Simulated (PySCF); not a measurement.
# Cost of response and excited-state runs on `C=N/C=C(\C)SC`, C₅H₉NS

Cartesian coordinates in Å; atom numbers follow the order of the lines, from 1:
```xyz
16

C     2.679   -0.990   -0.253
N     1.870   -0.035   -0.078
C     0.517   -0.266   -0.069
C    -0.329    0.753    0.152
C     0.134    2.149    0.409
S    -2.076    0.598    0.186
C    -2.394   -1.153   -0.172
H     3.735   -0.772   -0.256
H     2.380   -2.034   -0.401
H     0.169   -1.284   -0.243
H    -0.105    2.441    1.431
H    -0.368    2.844   -0.261
H     1.209    2.199    0.261
H    -1.955   -1.775    0.602
H    -2.000   -1.405   -1.152
H    -3.474   -1.262   -0.168
```

PySCF with density fitting, on 1 thread of an Arm Neoverse V2, shared host. Command: `OMP_NUM_THREADS=1 python excited_run.py task.json out`

(1) How long does this run take, and how much memory?
- excited states, CAM-B3LYP/def2-SVPD; Tamm-Dancoff; spin-orbit couplings; 5 states; 4 triplets; quadratic response for 4 states

## Answers

(1) 
| run | level | basis functions | wall time | peak memory (GiB) |
| --- | --- | --- | --- | --- |
| excited states | CAM-B3LYP/def2-SVPD | 219 | 42 s | 0.91 |

Times from a shared host are rough.
